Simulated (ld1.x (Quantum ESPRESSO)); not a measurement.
What one change does to a pseudopotential (silver, TM)

- Element: silver
- Generator: ld1.x (Quantum ESPRESSO) 7.5
- Type: norm-conserving Troullier–Martins (Kleinman–Bylander form)
- Functional: PBE
- Relativity: non-relativistic
- Frozen core: [Kr]
- Valence charge: 11
- Reference configuration: 4d10 5s0.75 5p0 (charge +0.25)
- Partial waves: 5p (bound, empty): rc 2.40 bohr; 4d (bound): rc 1.10 bohr; 5s (bound): rc 2.80 bohr
- Local potential: the s channel
- Core correction: Bessel-smoothed model core inside 0.55 bohr

Change: all radii but the core radius scaled by about 0.92 (s 2.58, p 2.22, d 1.02 bohr).

Cutoffs: the cutoffs (Ry, on a coarse ladder) from which the occupation-weighted sum of valence levels, in a spherical-Bessel basis at the reference potential, stays within 10 and 1 mRy of its value at 400 Ry; they do not see the model core or the augmentation charge, which bear on the density cutoff. Errors are all-electron minus pseudo energies relative to the spin-unpolarised reference configuration.

Q: How do hardness, ghosts and transferability respond?

A: The potential gets harder (90 Ry and 100 Ry → 110 Ry and 140 Ry); the number of tests with a reliable result goes from 7 to 6; the errors of the 6 common tests hardly move; neither file shows a bound ghost. A smaller radius makes the pseudo-wave follow the all-electron one further in, where it bends more sharply, so more plane waves are needed.

| quantity | base | changed |
| --- | --- | --- |
| cutoff, loose | 90 Ry | 110 Ry |
| cutoff, tight | 100 Ry | 140 Ry |
| bound ghosts | none | none |
| tests with a reliable result | 7 of 7 | 6 of 7 |
| error for 4d10 5s1 5p0, meV [ΔE -1.19 eV] | -0.3 | -0.4 |
| error for 4d10 5s0 5p0, meV [ΔE 6.00 eV] | -6.1 | -6.4 |
| error for 4d9 5s1 5p0, meV [ΔE 12.49 eV] | -154 | -163 |
| error for 4d9 5s1 5p1, meV [ΔE 7.93 eV] | -187 | -186 |
| error for 4d10 5s0.5 5p0, meV [ΔE 1.58 eV] | -0.5 | -0.5 |
| error for 4d8 5s0 5p0, meV [ΔE 65.08 eV] | -926 | -894 |
